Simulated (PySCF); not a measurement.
CH₆SiTe, SMILES C[Te][SiH3], B3LYP/def2-SVP optimised geometry.

```
9

Te    -0.90    -0.58     0.00
C     -1.09     1.60     0.00
H     -0.63     2.01    -0.91
H     -0.61     2.01     0.90
H     -2.16     1.82     0.01
Si     1.62    -0.58     0.00
H      2.16     0.10     1.21
H      2.16     0.10    -1.21
H      2.04    -2.01     0.00
```

Density from B3LYP/def2-TZVP, def2 effective core potentials past Kr run with PySCF at that geometry. The core electrons that the potentials of Te replace are not part of the density.

Minimum of the electron density along straight lines between bonded atoms, close to the bond critical point (lines longer than 1.1 times the sum of covalent radii, or with two minima, are not listed):

```
bond     length / Å  ρ at the minimum / e bohr⁻³  ∇²ρ there / e bohr⁻⁵  position (fraction from the first atom)
-------  ----------  ---------------------------  --------------------  ---------------------------------------
Te1–C2        2.193                        0.106                 -0.01                                     0.52
C2–H3         1.097                        0.276                 -0.94                                     0.65
C2–H4         1.097                        0.276                 -0.94                                     0.65
C2–H5         1.098                        0.275                 -0.93                                     0.65
Te1–Si6       2.520                        0.082                 -0.11                                     0.59
Si6–H7        1.493                        0.120                  0.14                                     0.49
Si6–H8        1.493                        0.120                  0.14                                     0.49
Si6–H9        1.491                        0.120                  0.15                                     0.49
```
